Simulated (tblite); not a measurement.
Record of a relaxation.

C5H5AlF3N.
Bonds: C1–C2 (triple), C2–C3, C3–F4, C3–F5, C3–C6, C6–C7, C7–N8 (triple), N8–Al9, Al9–F10. Hydrogens: H11 on C1; H12, H13 on C6; H14, H15 on Al9.
Bond orders are those of one Lewis drawing.

Computed with GFN2-xTB (tblite), gas phase: L-BFGS steps from a force-field or distance-geometry start until the largest atomic force falls under 0.01 eV/Å. 9 of its 132 geometries are shown.

Step 0: E = -854.8697 eV, largest atomic force 3.760 eV/Å
```
atom  x, y, z in Å  |  force x, y, z in eV/Å
C1     -2.362    1.537   -0.245   -0.026  -0.343  -0.107
C2     -2.095    0.380   -0.436   -0.242   0.139  -0.057
C3     -1.759   -1.043   -0.647   -0.708   0.845  -1.378
F4     -1.163   -1.178   -1.914   -1.165  -0.279   0.768
F5     -2.915   -1.817   -0.550    1.427   0.515  -0.395
C6     -0.708   -1.440    0.343    1.153   0.438   1.363
C7      0.477   -0.582    0.105    0.672   0.025   0.238
N8      1.421    0.078   -0.074   -2.681  -1.760   0.461
Al9     2.959    1.115   -0.363    3.575   1.044  -0.520
F10     4.395    0.058   -0.536   -1.884   0.773   0.224
H11    -2.632    2.552   -0.093    0.163  -0.361  -0.047
H12    -1.143   -1.256    1.355    0.514   0.052  -0.372
H13    -0.452   -2.509    0.316    0.142   0.204  -0.319
H14     2.737    2.011   -1.657   -0.416  -0.630   0.208
H15     3.236    2.102    0.868   -0.525  -0.661  -0.067
```

Step 16: E = -855.7318 eV, largest atomic force 0.119 eV/Å
```
atom  x, y, z in Å  |  force x, y, z in eV/Å
C1     -2.398    1.554   -0.278   -0.009   0.092   0.017
C2     -2.125    0.409   -0.489    0.071  -0.027   0.014
C3     -1.729   -0.978   -0.672    0.010   0.002   0.052
F4     -1.272   -1.213   -1.926   -0.036  -0.003  -0.030
F5     -2.784   -1.820   -0.502   -0.061  -0.017  -0.015
C6     -0.638   -1.383    0.356   -0.078  -0.054  -0.060
C7      0.540   -0.602    0.162    0.107   0.038   0.034
N8      1.470    0.041   -0.014   -0.026   0.019  -0.011
Al9     3.085    1.227   -0.381    0.050  -0.106   0.013
F10     4.191    0.005   -0.524    0.031  -0.057  -0.006
H11    -2.633    2.561   -0.095   -0.043   0.007  -0.042
H12    -1.037   -1.236    1.363    0.016   0.044   0.046
H13    -0.423   -2.446    0.214    0.100  -0.035  -0.035
H14     2.640    1.896   -1.692   -0.071   0.040   0.001
H15     3.108    1.994    0.952   -0.061   0.056   0.023
```

Step 33: E = -855.7462 eV, largest atomic force 0.044 eV/Å
```
atom  x, y, z in Å  |  force x, y, z in eV/Å
C1     -2.412    1.577   -0.309    0.004   0.018  -0.005
C2     -2.082    0.438   -0.464   -0.015  -0.025   0.018
C3     -1.722   -0.961   -0.645   -0.004  -0.001   0.006
F4     -1.322   -1.204   -1.918    0.002  -0.021  -0.008
F5     -2.800   -1.768   -0.444   -0.012  -0.007   0.011
C6     -0.609   -1.405    0.340   -0.027   0.002  -0.016
C7      0.558   -0.603    0.162    0.019   0.015   0.000
N8      1.473    0.061   -0.011    0.015   0.002   0.024
Al9     3.084    1.208   -0.365    0.023  -0.009  -0.004
F10     4.198   -0.009   -0.514    0.007   0.000   0.003
H11    -2.686    2.582   -0.173    0.009  -0.004  -0.010
H12    -0.988   -1.300    1.361    0.004  -0.002   0.024
H13    -0.363   -2.456    0.152   -0.024  -0.004  -0.037
H14     2.583    1.861   -1.668    0.001   0.024   0.002
H15     3.083    1.987    0.967   -0.003   0.012  -0.009
```

Step 49: E = -855.7495 eV, largest atomic force 0.045 eV/Å
```
atom  x, y, z in Å  |  force x, y, z in eV/Å
C1     -2.413    1.589   -0.335    0.013  -0.009  -0.002
C2     -2.093    0.442   -0.451    0.013   0.000  -0.005
C3     -1.741   -0.960   -0.627    0.001  -0.010   0.005
F4     -1.379   -1.215   -1.911   -0.007  -0.001   0.008
F5     -2.817   -1.761   -0.390   -0.003   0.000   0.004
C6     -0.603   -1.416    0.323    0.009   0.000   0.006
C7      0.564   -0.607    0.166   -0.005   0.006  -0.012
N8      1.488    0.053    0.030   -0.007   0.001   0.003
Al9     3.093    1.215   -0.352   -0.006   0.006  -0.044
F10     4.213    0.004   -0.510   -0.003  -0.002   0.006
H11    -2.677    2.599   -0.225    0.005  -0.005   0.004
H12    -0.963   -1.355    1.355   -0.007   0.005  -0.013
H13    -0.357   -2.458    0.088   -0.007   0.007  -0.007
H14     2.581    1.867   -1.655   -0.002  -0.013   0.023
H15     3.101    2.011    0.966    0.005   0.014   0.024
```

Step 66: E = -855.7512 eV, largest atomic force 0.027 eV/Å
```
atom  x, y, z in Å  |  force x, y, z in eV/Å
C1     -2.374    1.591   -0.346    0.009  -0.009  -0.002
C2     -2.078    0.438   -0.467    0.006   0.006   0.010
C3     -1.755   -0.972   -0.627   -0.002  -0.008  -0.007
F4     -1.439   -1.261   -1.915    0.010   0.005   0.002
F5     -2.837   -1.750   -0.340    0.004   0.000   0.003
C6     -0.599   -1.426    0.301    0.002   0.002   0.002
C7      0.558   -0.599    0.156   -0.019   0.005   0.019
N8      1.473    0.080    0.053   -0.013  -0.009   0.001
Al9     3.086    1.229   -0.337   -0.004   0.007   0.003
F10     4.198    0.009   -0.491   -0.006  -0.004  -0.004
H11    -2.619    2.606   -0.235    0.006   0.004  -0.004
H12    -0.953   -1.381    1.336    0.012  -0.010  -0.013
H13    -0.342   -2.462    0.049   -0.002   0.012   0.001
H14     2.544    1.861   -1.636    0.002   0.002  -0.004
H15     3.132    2.046    0.970   -0.006  -0.004  -0.006
```

Step 82: E = -855.7540 eV, largest atomic force 0.024 eV/Å
```
atom  x, y, z in Å  |  force x, y, z in eV/Å
C1     -2.245    1.605   -0.377   -0.015  -0.008  -0.004
C2     -2.033    0.431   -0.475    0.009  -0.002   0.006
C3     -1.771   -0.995   -0.611    0.008  -0.003  -0.002
F4     -1.515   -1.325   -1.903   -0.005   0.017  -0.005
F5     -2.865   -1.728   -0.263    0.004   0.006  -0.006
C6     -0.589   -1.463    0.277    0.009  -0.011   0.000
C7      0.522   -0.569    0.191    0.004  -0.002   0.004
N8      1.395    0.167    0.132   -0.006   0.006   0.015
Al9     3.032    1.258   -0.322   -0.003   0.001   0.006
F10     4.098   -0.001   -0.482   -0.008  -0.003   0.000
H11    -2.432    2.634   -0.287    0.007  -0.003  -0.002
H12    -0.939   -1.521    1.313    0.009   0.013  -0.002
H13    -0.278   -2.459   -0.055   -0.017  -0.017   0.003
H14     2.476    1.869   -1.627   -0.002   0.004  -0.003
H15     3.140    2.103    0.961    0.006   0.004  -0.009
```

Step 98: E = -855.7554 eV, largest atomic force 0.045 eV/Å
```
atom  x, y, z in Å  |  force x, y, z in eV/Å
C1     -2.200    1.607   -0.384   -0.021   0.011   0.000
C2     -2.008    0.430   -0.471    0.019   0.001   0.006
C3     -1.763   -0.999   -0.611   -0.001   0.009  -0.006
F4     -1.513   -1.322   -1.905    0.004  -0.008  -0.011
F5     -2.866   -1.719   -0.266    0.005  -0.017   0.004
C6     -0.582   -1.483    0.271   -0.004   0.012  -0.003
C7      0.516   -0.570    0.210   -0.031  -0.028   0.016
N8      1.363    0.198    0.186    0.029   0.029   0.004
Al9     2.999    1.270   -0.319    0.005  -0.008  -0.010
F10     4.021   -0.026   -0.481    0.006   0.002  -0.001
H11    -2.371    2.640   -0.300    0.005  -0.002   0.002
H12    -0.931   -1.557    1.306   -0.014  -0.009  -0.002
H13    -0.267   -2.473   -0.077    0.002   0.010   0.000
H14     2.433    1.870   -1.625   -0.008  -0.004   0.006
H15     3.165    2.143    0.938    0.005   0.000  -0.006
```

Step 115: E = -855.7635 eV, largest atomic force 0.089 eV/Å
```
atom  x, y, z in Å  |  force x, y, z in eV/Å
C1     -2.167    1.622   -0.389    0.031  -0.073   0.000
C2     -1.935    0.453   -0.494   -0.034   0.075   0.011
C3     -1.679   -0.971   -0.655   -0.018  -0.019  -0.023
F4     -1.354   -1.263   -1.941   -0.016   0.000   0.071
F5     -2.805   -1.696   -0.392    0.058   0.008  -0.035
C6     -0.557   -1.482    0.288   -0.037  -0.042  -0.032
C7      0.497   -0.527    0.408    0.052   0.049  -0.053
N8      1.318    0.267    0.496   -0.051  -0.029   0.042
Al9     2.896    1.230   -0.335    0.007   0.000  -0.017
F10     3.812   -0.141   -0.526    0.000   0.003  -0.028
H11    -2.350    2.651   -0.284   -0.009   0.021  -0.004
H12    -1.000   -1.686    1.269    0.019   0.027   0.006
H13    -0.157   -2.415   -0.127    0.000  -0.001   0.021
H14     2.119    1.736   -1.575   -0.011  -0.037  -0.006
H15     3.356    2.230    0.729    0.010   0.016   0.047
```

Step 131: E = -855.7691 eV, largest atomic force 0.009 eV/Å
```
atom  x, y, z in Å  |  force x, y, z in eV/Å
C1     -2.263    1.608   -0.343    0.001   0.005  -0.002
C2     -1.970    0.458   -0.492   -0.002  -0.005   0.002
C3     -1.629   -0.943   -0.694   -0.001  -0.004   0.001
F4     -1.176   -1.162   -1.952   -0.003   0.002   0.001
F5     -2.732   -1.734   -0.565    0.002  -0.002  -0.004
C6     -0.573   -1.443    0.327    0.003  -0.004   0.004
C7      0.515   -0.524    0.436    0.003   0.000   0.002
N8      1.362    0.240    0.534   -0.005  -0.006  -0.002
Al9     2.915    1.186   -0.363    0.002   0.001  -0.002
F10     3.835   -0.174   -0.600    0.001  -0.001   0.000
H11    -2.510    2.619   -0.206    0.001   0.004  -0.003
H12    -1.062   -1.562    1.299    0.002   0.005  -0.003
H13    -0.199   -2.416   -0.012    0.003   0.004   0.002
H14     2.083    1.658   -1.582   -0.007   0.005   0.002
H15     3.398    2.197    0.685    0.000  -0.005   0.002
```

**Question.** Summarise the path.

**Answer.** The energy falls by 86.78 kJ/mol from step 0 to step 131; nine tenths of that is first reached at step 8. It never rises by more than 0.2 meV. The largest force goes from 3.760 to 0.009 eV/Å. Among the bonds N8–Al9 changes most, from 1.877 to 2.027 Å; the atoms move by 0.363 Å rms after alignment.

**Question.** Follow the three bonds and two angles with the largest change from start to end.

**Answer.** 
```csv
step,E above end (kJ/mol),largest force (eV/Å),N8–Al9 (Å),Al9–F10 (Å),Al9–H15 (Å),C7–N8–Al9 (°),N8–Al9–H14 (°)
0,86.78,3.760,1.877,1.792,1.602,179.1,108.8
6,11.16,0.429,2.150,1.654,1.521,176.1,98.9
11,6.45,0.289,2.106,1.659,1.560,177.3,98.5
17,3.40,0.108,2.032,1.654,1.538,177.7,100.2
23,2.75,0.075,2.016,1.658,1.544,177.6,99.4
28,2.54,0.091,2.013,1.656,1.543,177.9,98.4
34,2.19,0.056,2.010,1.657,1.544,178.4,97.5
40,2.04,0.035,2.013,1.656,1.540,177.4,97.4
46,1.93,0.035,2.017,1.657,1.543,176.0,98.0
51,1.88,0.016,2.019,1.657,1.541,175.6,98.0
57,1.84,0.027,2.021,1.657,1.542,175.0,97.6
63,1.75,0.018,2.019,1.657,1.542,174.1,96.7
68,1.72,0.027,2.020,1.657,1.540,173.6,96.5
74,1.64,0.049,2.019,1.657,1.543,172.9,96.6
80,1.48,0.067,2.019,1.658,1.539,168.6,96.5
85,1.41,0.031,2.020,1.658,1.540,167.3,96.8
91,1.38,0.016,2.019,1.658,1.539,165.6,96.9
97,1.33,0.037,2.020,1.659,1.539,164.2,97.0
103,1.26,0.068,2.021,1.659,1.540,163.7,97.0
108,1.11,0.142,2.021,1.661,1.538,155.2,95.9
114,0.63,0.084,2.028,1.661,1.538,148.5,95.1
120,0.16,0.055,2.031,1.659,1.533,145.7,95.6
125,0.03,0.045,2.026,1.660,1.535,147.2,95.2
131,0.00,0.009,2.027,1.659,1.535,147.2,94.5
```

The cost below is that of the whole relaxation. On Intel Xeon Platinum 8375C at 2.90 GHz, one thread, shared host with 128 logical CPUs at a one-minute load of 44, this took 1.2 s of wall time.
